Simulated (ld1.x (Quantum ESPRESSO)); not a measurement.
Mo (Z = 42): variants of one TM potential

Base potential:

ld1.x (Quantum ESPRESSO) 7.5 input, shortened:

```
&input
   title='Mo', zed=42., rel=1, dft='BLYP', iswitch=3,
   config='[Kr] 4d6 4f-2 5s0 5p0'
 /
 &inputp
   pseudotype=2, tm=.true., lloc=-2, rcloc=1.10,
   nlcc=.true., rcore=1.00
 /
4
4S  1  0   2.00   0.00  1.25  1.25  0.0
4P  2  1   6.00   0.00  1.75  1.75  0.0
4D  3  2   6.00   0.00  1.50  1.50  0.0
4F  4  3  -2.00   0.05  1.40  1.40  0.0
 &test
   configts(1)='4s2 4p6 4d6 5s0 5p0'
 /
```

All-electron outer shells of the reference configuration (BLYP, scalar-relativistic, ld1.x):

| shell | level (eV) | outermost node (bohr) | outermost maximum (bohr) |
| --- | --- | --- | --- |
| 3p | -376.95 | 0.17 | 0.38 |
| 3d | -218.78 | – | 0.32 |
| 4s | -62.20 | 0.51 | 0.99 |
| 4p | -36.40 | 0.52 | 1.08 |
| 5s | -3.50 | 1.35 | 3.04 |
| 4d | -2.27 | 0.53 | 1.40 |
| 5p | -0.77 | 1.56 | 4.48 |

Cutoffs, loose and tight: the cutoffs (Ry, on a coarse ladder) from which the occupation-weighted sum of valence levels, in a spherical-Bessel basis at the reference potential, stays within 10 and 1 mRy of its value at 400 Ry. They do not see the model core or the augmentation charge, which bear on the density cutoff. Test errors are all-electron minus pseudo excitation energies from the reference, over the configurations 4s2 4p6 4d5 5s1 5p0; 4s2 4p6 4d5 5s0 5p0; 4s2 4p6 4d4 5s0 5p0; 4s2 4p6 4d4 5s1 5p0; 4s1 4p6 4d5 5s1 5p0; 4s2 4p6 4d4 5s1 5p1; 4s2 4p6 4d2 5s0 5p0. A dash means not determined; rows that change the core or the reference have their own tests. The largest error is taken over the tests solved by every variant that gives reliable tests at all: 4s2 4p6 4d2 5s0 5p0; 4s2 4p6 4d4 5s0 5p0; 4s2 4p6 4d5 5s0 5p0.

A true bound ghost makes a file unfit for plane-wave use even where its test errors are small: the radial tests pick states by their node count and pass the ghost by. Where a test does run into it, the solver fails or the error is huge.

| change | outcome | cutoff, loose | cutoff, tight | bound ghosts | largest test error (meV) |
| --- | --- | --- | --- | --- | --- |
| base | generated | 90 Ry | 160 Ry | none | +51 |
| wave 4f channel at 0.05 Ry: rc 1.40 bohr becomes 4f channel at 2.41 Ry: rc 1.40 bohr | generated | 90 Ry | 160 Ry | none | +51 |
| wave 4f channel at 0.05 Ry: rc 1.40 bohr becomes 4f channel at 0.05 Ry: rc 1.22 bohr | generated | 90 Ry | 160 Ry | none | +51 |
| core correction a·sin(br)/r model core inside 0.96 bohr | generated | 90 Ry | 160 Ry | none | +50 |
| wave 4s (bound): rc 1.25 bohr becomes 4s (bound): rc 1.18 bohr | generated | 90 Ry | 160 Ry | none | +51 |
| local potential all-electron potential smoothed inside 1.56 bohr (lloc = -2) | generated | 90 Ry | 160 Ry | s | +28 |
| all radii but the core radius scaled by about 0.93 (s 1.16, p 1.64, d 1.40, f 1.30 bohr); local potential all-electron potential smoothed inside 1.02 bohr (lloc = -2) | generated | 90 Ry | 180 Ry | none | +48 |
| wave 4d (bound): rc 1.50 bohr becomes 4d (bound): rc 1.28 bohr | generated | 90 Ry | 160 Ry | none | +55 |
